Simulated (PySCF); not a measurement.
## One molecule, a ladder of functionals, a line

Molecule: SMILES F[SiH2]CCC#C, C4H7FSi.

Cartesian coordinates in Å; atom numbers follow the order of the lines, from 1:
```xyz
13

C     3.1080   -0.5015    0.7253
C     1.9514   -0.1633    0.8460
C     0.5517    0.2266    0.9609
C    -0.3164   -0.2844   -0.1970
Si   -2.1070    0.2374   -0.0830
F    -2.1572    1.8673   -0.0517
H     4.1368   -0.7941    0.6253
H     0.4895    1.3271    1.0141
H     0.1563   -0.1428    1.9235
H    -0.2784   -1.3868   -0.2464
H     0.0882    0.0751   -1.1585
H    -2.7377   -0.2495    1.1781
H    -2.8790   -0.2284   -1.2689
```

GIAO shieldings (ppm, equivalent atoms averaged) in PySCF 2.14.0 with density-fitted response routines on the PBE0-D3(BJ)/def2-SVP geometry, basis pcSseg-1, gas phase, non-relativistic:

| functional | exact exchange (%) | σ(C3) | σ(Si5) | σ(F6) |
| --- | --- | --- | --- | --- |
| BLYP | 0 | 158.7 | 317.6 | 388.6 |
| BP86 | 0 | 163.7 | 322.1 | 391.3 |
| PBE | 0 | 164.0 | 322.5 | 391.0 |
| B3LYP | 20 | 164.1 | 332.1 | 397.9 |
| PBE0 | 25 | 170.0 | 341.2 | 402.0 |
| BHandHLYP | 50 | 170.8 | 354.7 | 408.1 |
| HF | 100 | 180.4 | 395.2 | 419.9 |

Question: Fit each shielding as a line in the percentage of exact exchange.

Answer: σ(C3) = 162.3 + 0.18 x (rms 2.1 ppm); σ(Si5) = 320.2 + 0.74 x (rms 2.3 ppm); σ(F6) = 391.4 + 0.30 x (rms 1.8 ppm). The functionals also differ in their semilocal parts, which the line can't hold; Hartree–Fock has no correlation at all.

Question: What does the line predict for mPW1PW91 (25 %), and what does the run give?

Answer: σ(C3): 166.8 predicted, 169.1 computed; σ(Si5): 338.7 predicted, 340.5 computed; σ(F6): 398.9 predicted, 402.2 computed ppm.
